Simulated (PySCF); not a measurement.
CCl, doublet, at a GFN2-xTB geometry. Base run: HF/def2-SVP run with PySCF.

Input for PySCF:
```python
from pyscf import gto, scf

mol = gto.M(
    atom='''
C    -0.00000000   -0.00000000   -1.17524834
Cl    0.00000000    0.00000000    0.41479353
''',
    basis='def2-svp',
    spin=1,
    verbose=4,
)

mf = scf.UHF(mol)
mf.kernel()
```

Variants of this job, named by their change:

| change | E (Eh) | HOMO (eV) | dipole (D) | <S^2> | core-seconds (rough) |
|---|---|---|---|---|---|
| base | -497.04076 | -10.07 | 1.56 | 0.761 | 0.4 |
| functional = tpssh | -497.97525 | -5.34 | 1.93 | 0.755 | 4 |
| functional = r2scan | -497.90160 | -4.96 | 1.96 | 0.754 | 4 |
| functional = pw6b95 | -498.35887 | -6.02 | 1.93 | 0.753 | 3 |
| functional = wb97x_v | -497.87310 | -8.42 | 1.91 | 0.753 | 20 |
| functional = tpss | -497.98658 | -4.71 | 1.98 | 0.754 | 5 |
| functional = lda,vwn | -496.10378 | -4.35 | 2.21 | 0.753 | 2 |
| functional = blyp; dispersion = d4 | -497.94540 | -4.20 | 2.13 | 0.752 | 2 |
| functional = scan | -497.96502 | -4.96 | 1.97 | 0.754 | 5 |
| functional = mn15 | -497.77231 | -6.40 | 1.90 | 0.752 | 3 |
| functional = hse06 | -497.77662 | -5.63 | 1.94 | 0.754 | 4 |
| functional = revpbe | -497.86496 | -4.38 | 2.06 | 0.753 | 2 |
| functional = m06l | -497.95034 | -4.70 | 1.91 | 0.754 | 4 |

Absolute energies of different levels of theory aren't comparable as measures of quality.

Open shells are given as the SCF converged; they aren't shown to be the lowest states, and a large step between rows can be another state.
